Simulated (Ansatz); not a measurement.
This Ansatz (a quantum-chemistry and plane-wave program) input (CCSD(T)/6-31G*) gives -0.49823 Eh with 2 basis functions.

Ansatz 0.2 input:
```yaml
crystal:
  periodic: [false, false, false]
  atoms:
    - {symbol: H, position_ang: [0.00000000, 0.00000000, 0.00000000]}
basis:
  gaussian:
    orbitals: 6-31G*
magnetization: {spin_polarized: true, initial_magnetization: 1}
correlation: {method: ccsd_t, electrons: outside_noble_gas}
scf: {lower_state_search: full}
```

Change:
```diff
- orbitals: 6-31G*
+ orbitals: aug-pcseg-2
```

What does the run give now?

-0.49988 Eh (CCSD(T)/aug-pcseg-2, 23 functions), a change of -1.65 mEh.
